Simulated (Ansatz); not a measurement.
Molecule: InBr, net charge 0, singlet state. 
Coordinates optimised at B3LYP-D3(BJ)/def2-TZVP (Ansatz, a program for electronic structure):
```
In
Br 1 2.5957
```

Basis-set convergence of Hartree-Fock and CCSD correlation energies (hartree) with Ansatz. Correlated levels leave the core frozen unless marked. Spin-orbit coupling is left out. The frozen core is the preceding noble-gas configuration, with the filled d and f shells of earlier blocks. In def2 rows, elements after Kr have scalar-relativistic effective core potentials.

| basis | functions | E(HF) | E(corr, CCSD) |
|---|---|---|---|
| def2-SVPD | 73 | -2761.40593 | -0.18277 |
| def2-TZVPPD | 113 | -2761.72253 | -0.22644 |
| def2-QZVPPD | 186 | -2761.77212 | -0.24592 |

Extrapolating the two largest sets (X = 3 and 4) as X^-3: E(corr) = (64·(-0.24592) - 27·(-0.22644))/37 = -0.2601 Eh, an estimate of the basis-set limit. The largest set recovers 94.5 % of it, the smallest 70.3 %.
